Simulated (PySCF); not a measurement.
Calculation: PySCF with B3LYP-D3(BJ)/def2-TZVP // PBE0-D3(BJ)/def2-TZVP. All species are isolated molecules in the gas phase. B3LYP has the VWN-RPA correlation part, as in Gaussian. Delta-SCF ions had no search for a lower state. Excitations are Tamm–Dancoff values on a coarser integration grid. The basis has no diffuse functions, so Rydberg states are missing or too high.

Reference species (SMILES): `C#C/C=C\C` (neutral, multiplicity 1).

```yaml
HOMO: -6.63 eV
S1–T1 gap (TDA): 1.93 eV
vertical ionisation energy (Delta-SCF): 8.88 eV
```

Changed species: `C(#C)/C=C/C`.

Task: Give the shifts of the HOMO, S1–T1 gap (TDA) and vertical ionisation energy (Delta-SCF).

Result: the HOMO rises by 0.03 eV, to -6.60 eV; the S1–T1 gap (TDA) hardly moves; the vertical ionisation energy (Delta-SCF) decreases by 0.05 eV, to 8.83 eV.
